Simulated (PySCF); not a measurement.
One molecule, one basis, several functionals.

Species: C₄H₇NSi.
Structure used (PBE0-D3(BJ)/def2-SVP), in Å, numbered top down from 1:
```xyz
13
C4H7NSi angstrom
N     -2.867   -0.294    1.390
C     -1.970   -0.169    0.667
C     -0.812   -0.011   -0.205
C     -0.033    1.331   -0.053
Si     1.534    0.350   -0.495
C      0.341   -1.036    0.018
H     -1.171   -0.098   -1.244
H     -0.402    2.165   -0.664
H     -0.010    1.646    1.002
H      1.854    0.361   -1.954
H      2.784    0.567    0.290
H      0.249   -1.986   -0.526
H      0.452   -1.256    1.092
```

PySCF, pcSseg-1 basis, density fitting, gas phase, PBE0-D3(BJ)/def2-SVP geometry. One functional is left out:

```tsv
functional	exact exchange (%)	HOMO energy (eV)	LUMO energy (eV)	dipole moment (D)
B97-D	0	-7.42	-1.03	3.955
BLYP	0	-7.30	-1.01	3.901
BP86	0	-7.56	-1.23	3.934
LDA	0	-7.61	-1.39	3.981
OPBE	0	-7.42	-0.99	3.839
PBE	0	-7.45	-1.16	3.877
B3LYP	20	-8.50	-0.48	4.060
PBE0	25	-8.74	-0.28	4.069
mPW1PW91	25	-8.77	-0.27	4.101
BHandHLYP	50	-9.89	0.65	4.261
```

Task: Predict the row of B97-2 (21 % exact exchange) by straight lines through the other rows, and check it.

Result: 
```
         property   line  computed  computed − line  B3LYP (20 %), for comparison
 HOMO energy (eV)  -8.51     -8.48            +0.03                         -8.50
 LUMO energy (eV)  -0.40     -0.28            +0.12                         -0.48
dipole moment (D)  4.060     4.071           +0.011                         4.060
```

Task: Which of these properties follows the share of exact exchange most closely, and which least?

Result: Most closely the HOMO energy, least the dipole moment; the correlations over the tabulated rows are HOMO energy -0.995, LUMO energy 0.982, dipole moment 0.949. The HOMO energy moves by -0.496 eV for every 10 %. Functionals with the same share still differ in their other parts: at 0 % BLYP and LDA differ by 0.31 eV in it.
